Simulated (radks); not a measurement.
Problem. The mean radii <r> (bohr) of the occupied orbitals of an atom or ion are listed with their occupations. Calculated with a radial shooting solver on a logarithmic mesh with Libxc functionals: Dirac Kohn-Sham, PW91, spin-unpolarised, spherical densities, point nucleus.

| orbital | occ. | <r> |
|---|---|---|
| 1s1/2 | 2 | 0.01803 |
| 2s1/2 | 2 | 0.07557 |
| 2p1/2 | 2 | 0.06246 |
| 2p3/2 | 4 | 0.07053 |
| 3s1/2 | 2 | 0.1969 |
| 3p1/2 | 2 | 0.1870 |
| 3p3/2 | 4 | 0.2019 |
| 3d3/2 | 4 | 0.1765 |
| 3d5/2 | 6 | 0.1811 |
| 4s1/2 | 2 | 0.4404 |
| 4p1/2 | 2 | 0.4450 |
| 4p3/2 | 4 | 0.4784 |
| 4d3/2 | 4 | 0.4934 |
| 4d5/2 | 6 | 0.5048 |
| 5s1/2 | 2 | 1.036 |
| 5p1/2 | 2 | 1.137 |
| 5p3/2 | 4 | 1.240 |
| 4f5/2 | 6 | 0.5761 |
| 4f7/2 | 8 | 0.5849 |
| 6s1/2 | 2 | 3.068 |
| 5d3/2 | 2 | 1.881 |
| 5d5/2 | 3 | 1.971 |

Name the element and its charge. Open shells, if any, are shared by 2j + 1.

Solution. Z = 75, rhenium, charge 0: Re in [Xe] 4f14 5d5 6s2. The 1s radius gives Z: for a bare nucleus <r> = (2 gamma + 1)/(2Z) with gamma = sqrt(1 - (Z/c)^2), 0.01783 bohr for Z = 75, and screening makes it slightly larger (0.01803 here). The occupations add up to 75, and the charge is Z minus that.
